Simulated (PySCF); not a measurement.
SMILES O[Si](F)(F)F (PBE0/def2-SVP optimised geometry):

```
6

O     -1.106    -1.180    -1.247
Si    -0.491    -0.351     0.000
F     -0.943     1.180     0.000
F     -1.005    -1.032     1.341
F      1.106    -0.351     0.000
H     -0.853    -0.951    -2.145
```

Method: PBE0/def2-TZVP in PySCF.

What are the frontier orbital energies and the dipole moment?

HOMO-2 -12.24 eV, HOMO-1 -11.53 eV, HOMO -10.74 eV, LUMO 0.04 eV, LUMO+1 1.81 eV; dipole moment 2.23 D.

Meta-Löwdin charges at PBE0/def2-TZVP: O1 -0.74, Si2 1.82, F3 -0.49, F4 -0.48, F5 -0.49, H6 0.38.
